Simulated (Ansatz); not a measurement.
Isolated molecules relaxed with PBE0-D4/def2-TZVP in Ansatz; ΔE leaves out vibrations. CBS: MP2 limit from def2 TZ/QZ plus the TZ coupled-cluster correction, frozen cores. This one scheme is used for every species. For Se outer-core shells are correlated without core-valence functions, which leaves a few kJ/mol of doubt a bond. Scalar relativity is left out up to krypton. Each species was taken in one conformer, which may not be the lowest.

`C[SiH2][Se]C#N` + `C=C` → `C=C[Se][SiH2]C` + `C#N`  (formal exchange of groups at the Se–C bond)

`C[SiH2][Se]C#N`:

Cartesian coordinates in Å:
```
C 0.961 0.290 0.889
Si -0.304 0.976 -0.283
Se -0.603 -0.454 -2.085
C -0.987 -1.880 -1.003
N -1.219 -2.780 -0.318
H 1.927 0.169 0.395
H 0.637 -0.683 1.264
H 1.083 0.965 1.740
H 0.128 2.223 -0.962
H -1.623 1.173 0.362
```

`C=C`:

Cartesian coordinates in Å:
```
C 0.580 -0.138 0.286
C -0.580 0.138 -0.286
H 1.503 -0.168 -0.282
H 0.656 -0.346 1.348
H -1.503 0.169 0.282
H -0.656 0.346 -1.348
```

`C=C[Se][SiH2]C`:

Z-matrix (Å, degrees):
```
Si
C 1 1.866
Se 1 2.282 2 106.4
H 1 1.488 2 111.5 3 119.6
H 1 1.488 2 111.5 3 -119.7
H 2 1.092 1 110.9 3 -60.3
H 2 1.092 1 110.9 3 60.4
H 2 1.093 1 109.9 3 -179.9
C 3 1.898 1 100.4 2 179.9
C 9 1.325 3 128.6 1 0.3
H 9 1.085 3 110.7 1 -179.7
H 10 1.084 9 119.9 3 180.0
H 10 1.084 9 123.4 3 0.0
```

`C#N`:

```xyz
3

C     0.017   -0.019   -0.004
N    -0.738    0.825    0.168
H     0.721   -0.807   -0.164
```

```csv
species,HF/def2-TZVPP energy (Eh)
`C[SiH2][Se]C#N`,-2821.95313
`C=C`,-78.06647
`C=C[Se][SiH2]C`,-2807.09823
`C#N`,-92.91256
```

Work out ΔE.

ΔE = (-2807.09823) + (-92.91256) − (-2821.95313) − (-78.06647) = 0.00881 Eh = +23.1 kJ/mol. CCSD(T)/CBS gives +12.1 kJ/mol.

Largest T1 diagnostic among the species: 0.014.

In def2-TZVPP, CCSD(T) changes the Hartree–Fock value by −9.4 kJ/mol (the triples alone add −0.7 kJ/mol) and MP2 by −10.2 kJ/mol. The D4 term adds −5.0 kJ/mol with B3LYP and −2.6 kJ/mol with PBE0; it sums over pairs of atoms, weighted by their polarisabilities, and B3LYP, whose exchange is more repulsive, gets the larger term.

B3LYP here is the variant with VWN-RPA as its local correlation; programs differ in this.
